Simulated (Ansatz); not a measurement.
Consider the isomerisation: `[SiH3]BOC[SiH3]` → `CB[SiH](O)[SiH3]`.

Gas-phase electronic energies from Ansatz, PBE0-D4/def2-TZVP geometries. CBS: MP2 limit from def2 TZ/QZ plus the TZ coupled-cluster correction, frozen cores. Each species was taken in one conformer, which may not be the lowest.

```csv
species,CCSD(T)/def2-TZVPP energy (Eh)
`[SiH3]BOC[SiH3]`,-721.46592
`CB[SiH](O)[SiH3]`,-721.48667
```

(1) Work out ΔE.

Largest T1 diagnostic among the species: 0.015.

Answers

(1) ΔE = (-721.48667) − (-721.46592) = -0.02075 Eh = -13.0 kcal/mol. CCSD(T)/CBS gives -14.5 kcal/mol.

From PBE to PBE0 (25 % exact exchange), in def2-TZVPP and without D4, ΔE moves by −0.8 kcal/mol.
